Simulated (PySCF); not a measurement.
## Fe⁺ (iron, charge +1) across methods

[Ar] 3d6 4s1, high-spin 6D determinant. All numbers are calculated (PySCF 2.14, the non-relativistic Hamiltonian (point nucleus), in aug-cc-pVTZ).

```csv
method,E (hartree),mean ε 3d α (eV),mean ε 3d β (eV),mean ε 4s α (eV),Σ⟨r²⟩ (bohr²),⟨S²⟩
LC-wPBE,-1263.199,-22.649,-18.953,-15.930,25.12,8.751
M06,-1263.329,-20.104,-15.481,-13.586,24.98,8.755
LDA,-1260.913,-17.861,-13.963,-13.136,25.13,8.751
PBE,-1263.149,-17.599,-13.956,-12.892,25.23,8.751
UHF,-1262.21994,-26.916,-21.289,-15.225,25.28,8.753
r2SCAN,-1263.379,-18.029,-14.012,-13.178,25.02,8.751
PBEsol,-1261.980,-17.633,-13.820,-12.929,25.16,8.751
PW91,-1263.484,-17.685,-14.082,-12.982,25.20,8.751
PBE0,-1263.185,-20.055,-16.009,-13.579,25.11,8.751
```
